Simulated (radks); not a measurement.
Question: Tc3.5+, configuration [Ar] 3d10 4s2 4d(up 2.5, down 2.5) 4p(up 2.25, down 2.25) (fractional occupations, a model configuration). All-electron calculation, scalar-relativistic Kohn-Sham, r2SCAN, spin-polarised, spherical densities, finite nucleus; meta-GGA in the generalised Kohn-Sham scheme; Fermi nuclear charge, rms radius 4.4112 fm. Program: a radial shooting solver on a logarithmic mesh with Libxc functionals. Some entries of the table are withheld. Estimate them.

orbital  occ.  eigenvalue (hartree)  <r> (bohr)  <1/r> (bohr^-1)
1s          2                   (1)     0.03429            44.70
2s          2             -111.7275         (2)            10.10
2p          6             -100.0718      0.1304            9.794
3s          2             -20.97722      0.4142            3.492
3p          6             -17.11316      0.4154            3.318
3d         10             -10.87785      0.3986              (3)
4s          2              -4.25582       1.046            1.303
4p        4.5              -3.17375       1.143            1.174
4d          5              -1.60198       1.443           0.9100

Answer: 
(1) 1s eigenvalue (hartree): -770.2107
(2) 2s <r> (bohr): 0.1495
(3) 3d <1/r> (bohr^-1): 3.083
